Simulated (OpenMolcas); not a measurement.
O II: effect of the active space

- Program: OpenMolcas
- Method: CASSCF
- Basis: ANO-RCC-VDZP
- Scalar Hamiltonian: DKH2, point nucleus
- Spin-orbit coupling: state interaction with AMFI integrals over the reference wave functions, term energies averaged over their components

A. 3 electrons in 3 orbitals (2p); 2S+1 = 4 odd, 1 root; 2S+1 = 2 odd, 8 roots; cost about 2.4 core-seconds
B. 5 electrons in 4 orbitals (2s 2p); 2S+1 = 4 odd, 1 root; 2S+1 = 2 odd, 8 roots; 2S+1 = 4 even, 3 roots; 2S+1 = 2 even, 9 roots; cost about 10 core-seconds

Energies in cm-1 above 2s2 2p3 4S* 3/2, the measured ground level; measured values from NIST Handbook of Basic Atomic Spectroscopic Data.

```
          Level      A      B  Measured
2s2 2p3 4S* 3/2    0.0    0.0       0.0
2s2 2p3 2D* 3/2  30461  30454     26831
2s2 2p3 2D* 5/2  30463  30458     26811
2s2 2p3 2P* 1/2  50488  41120     40470
2s2 2p3 2P* 3/2  50491  41116     40468
```

Deviations, from unrounded energies. A percentage is the sum of absolute deviations over the sum of measured energies, with the sign that they share, or ± where signs differ.

```csv
Against measurement,Levels,A,B
mean absolute deviation (cm-1),4,6800,2100
other terms of the ground configuration (%),4,+20.3,+6.4
```

B lies closest to measurement on these levels. The largest miss of B in the table is 2s2 2p3 2D* 5/2, by +3600 cm-1. The ranking rests on the paired levels alone, and a cruder setting can come out closer through cancelling errors.

Between A and B the level of the table that moves most is 2s2 2p3 2P* 3/2, by 9400 cm-1 (lowest in B, highest in A).

Without dynamic correlation excited terms often stand tens of per cent too high (terms of higher spin than the ground term too low), and those without a measured partner can miss by more than the paired ones. With the s shell closed, the reference lacks s² → p² mixing (holds for A). Computed and measured levels are paired by configuration, term and J; levels that our copy of the source lacks, or whose pairing is in doubt (as where it misses far off the trend of its configuration), stay unpaired and out of the deviations. Levels of configurations outside the active space are missing. Levels that lie high or do not pair safely by name in every column are left out.

* marks odd parity.
